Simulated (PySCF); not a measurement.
C3H8FNSi, SMILES CC/N=C/[SiH2]F.

Geometry optimised at PBE0-D3(BJ)/def2-SVP. The structure was generated by enumeration; whether it is a known compound was not checked. The values are those of a single conformer.

Level of theory: TDA-PBE/def2-SVPD (PySCF).

Vertical excitations. The molecule is in vacuum.

Computed UV-visible absorptions:
```json
[
 {"state": "S1", "energy (eV)": "4.17", "λ (nm)": "297", "f": "0.005", "main pairs": "HOMO→LUMO 99 %"},
 {"state": "S2", "energy (eV)": "5.45", "λ (nm)": "227", "f": "0.000", "main pairs": "HOMO→LUMO+1 94 %"},
 {"state": "S3", "energy (eV)": "5.94", "λ (nm)": "209", "f": "0.026", "main pairs": "HOMO−2→LUMO 73 %, HOMO−1→LUMO 17 %"},
 {"state": "S4", "energy (eV)": "6.03", "λ (nm)": "206", "f": "0.114", "main pairs": "HOMO−1→LUMO 37 %, HOMO−2→LUMO 23 %, HOMO−3→LUMO 22 %, HOMO→LUMO+2 12 %"},
 {"state": "S5", "energy (eV)": "6.16", "λ (nm)": "201", "f": "0.006", "main pairs": "HOMO→LUMO+2 85 %"},
 {"state": "S6", "energy (eV)": "6.58", "λ (nm)": "188", "f": "0.004", "main pairs": "HOMO→LUMO+3 96 %"},
 {"state": "S7", "energy (eV)": "6.74", "λ (nm)": "184", "f": "0.161", "main pairs": "HOMO→LUMO+4 74 %"},
 {"state": "S8", "energy (eV)": "6.79", "λ (nm)": "183", "f": "0.080", "main pairs": "HOMO−3→LUMO 30 %, HOMO−4→LUMO 29 %, HOMO→LUMO+4 23 %"},
 {"state": "S9", "energy (eV)": "6.99", "λ (nm)": "177", "f": "0.005", "main pairs": "HOMO−1→LUMO+1 86 %"},
 {"state": "S10", "energy (eV)": "7.05", "λ (nm)": "176", "f": "0.005", "main pairs": "HOMO−4→LUMO 38 %, HOMO−5→LUMO 32 %, HOMO−1→LUMO+1 12 %, HOMO→LUMO+5 8 %"},
 {"state": "T1", "energy (eV)": "3.34", "λ (nm)": "371", "f": "0", "main pairs": "HOMO→LUMO 100 %"},
 {"state": "T2", "energy (eV)": "4.54", "λ (nm)": "273", "f": "0", "main pairs": "HOMO−1→LUMO 90 %"},
 {"state": "T3", "energy (eV)": "5.29", "λ (nm)": "234", "f": "0", "main pairs": "HOMO→LUMO+1 99 %"},
 {"state": "T4", "energy (eV)": "5.58", "λ (nm)": "222", "f": "0", "main pairs": "HOMO−2→LUMO 97 %"}
]
```
Triplets are in the Tamm–Dancoff approximation.
